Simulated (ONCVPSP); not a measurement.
## Configuration tests for C (ONCV)

```
Element                 : carbon
Generator               : ONCVPSP 4.0.1
Type                    : optimised norm-conserving Vanderbilt (ONCV)
Functional              : PBE
Relativity              : scalar-relativistic
Frozen core             : [He]
Valence charge          : 4
Reference configuration : 2s2 2p2
Partial waves           : 2s: rc 1.25 bohr, ncon 5, nbas 10, qcut 6.3 1/bohr, 1 projector; 2p: rc 1.50 bohr, ncon 4, nbas 7, qcut 6.3 1/bohr, 1 projector
Local potential         : polynomial inside 1.05 bohr (lpopt 5, dvloc0 3 Ha)
Core correction         : Teter function, fcfact 2.25, rcfact 1.75
```

Energies are relative to the spin-unpolarised reference configuration 2s2 2p2; without spin polarisation the order of configurations can differ from experiment.

| valence configuration | charge | ΔE all-electron (eV) | error AE − PS (meV) |
| --- | --- | --- | --- |
| 2s2 2p0 | +2 | 35.017 | +137 |
| 2s1 2p2 | +1 | 19.615 | -7.6 |

Q: What are ΔE and the potential's error for 2s2 2p1?

A: ΔE = 10.861 eV all-electron; the error (AE − PS) is +12 meV.

Q: What are ΔE and the potential's error for 2s1 2p0?

A: ΔE = 83.211 eV all-electron; the error (AE − PS) is +299 meV.

Levels in the configuration 2s2 2p0:

| level | all-electron (eV) | pseudo (eV) |
| --- | --- | --- |
| 2s | -40.379 | -40.262 |
